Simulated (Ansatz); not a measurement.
Ga(OH)(PH2)2 (GaH₅OP₂), SMILES [PH2][Ga]([PH2])[OH].

Geometry: B3LYP-D3(BJ)/def2-SVP. The structure was generated by enumeration; whether it is a known compound was not checked. Other conformers were not sampled.

Two levels are set side by side: PBE/def2-SVPD (Ansatz, an electronic-structure program) and CAM-B3LYP/def2-SVPD (Ansatz). Energy differences of separate SCF runs at the same geometry; the states with an electron removed or added have multiplicity 2 and 2. Differences are taken from unrounded values.

```
quantity                           CAM-B3LYP   PBE  PBE minus CAM-B3LYP
---------------------------------  ---------  ----  -------------------
vertical ionisation energy (eV)         9.05  8.69                -0.36
vertical singlet–triplet gap (eV)       4.36  3.97                -0.39
```
